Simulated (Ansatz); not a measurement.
`C=[N][InH2]` + `CNC` → `C[N](C)[InH2]` + `C=N`  (ligand exchange at the In–N bond)

Isolated molecules relaxed with PBE0-D4/def2-TZVP in Ansatz; ΔE leaves out vibrations. CCSD(T)/CBS adds triple-zeta CCSD(T) − MP2 to the extrapolated MP2 energy (def2 sets, frozen cores). This one scheme is used for every species. def2 core potentials past Kr. For In outer-core shells are correlated without core-valence functions, which leaves a few kJ/mol of doubt a bond.

`C=[N][InH2]`:

```xyz
7

C    -0.316   -1.374   -0.222
N    -0.682   -0.267   -0.698
In    0.214    1.436    0.110
H    -0.751   -2.311   -0.604
H     0.434   -1.520    0.580
H     1.364    1.081    1.353
H    -0.263    2.956   -0.519
```

`CNC`:

Cartesian coordinates in Å:
```
C -0.971 -0.550 0.464
N 0.177 0.314 0.612
C 1.008 0.347 -0.569
H -1.596 -0.497 1.358
H -0.636 -1.586 0.356
H -1.600 -0.315 -0.413
H -0.126 1.250 0.845
H 1.449 -0.641 -0.732
H 1.828 1.055 -0.429
H 0.467 0.622 -1.491
```

`C[N](C)[InH2]`:

Cartesian coordinates in Å:
```
C -0.235 0.265 1.378
N -0.003 0.018 -0.019
C 0.467 -1.317 -0.269
In -0.308 1.392 -1.467
H -0.590 1.285 1.544
H -0.988 -0.422 1.796
H 0.682 0.131 1.974
H -0.254 -2.076 0.074
H 0.637 -1.481 -1.336
H 1.415 -1.521 0.254
H -0.872 2.900 -0.886
H 0.048 0.827 -3.043
```

`C=N`:

Cartesian coordinates in Å:
```
C -0.233 -0.063 -0.307
N -0.029 0.191 0.911
H 0.553 -0.224 -1.054
H -1.262 -0.134 -0.665
H 0.970 0.229 1.114
```

```
        species  CCSD(T)/CBS(def2) energy (Eh)
  `C=[N][InH2]`                     -284.90922
          `CNC`                     -135.00321
`C[N](C)[InH2]`                     -325.40049
          `C=N`                      -94.52360
```

Work out ΔE.

ΔE = (-325.40049) + (-94.52360) − (-284.90922) − (-135.00321) = -0.01166 Eh = -30.6 kJ/mol.

Largest T1 diagnostic among the species: 0.017.

In def2-TZVPP, CCSD(T) changes the Hartree–Fock value by −23.1 kJ/mol (the triples alone add −2.7 kJ/mol) and MP2 by −23.5 kJ/mol. From r2SCAN to r2SCAN0 (25 % exact exchange), in def2-TZVPP and without D4, ΔE moves by +3.0 kJ/mol.
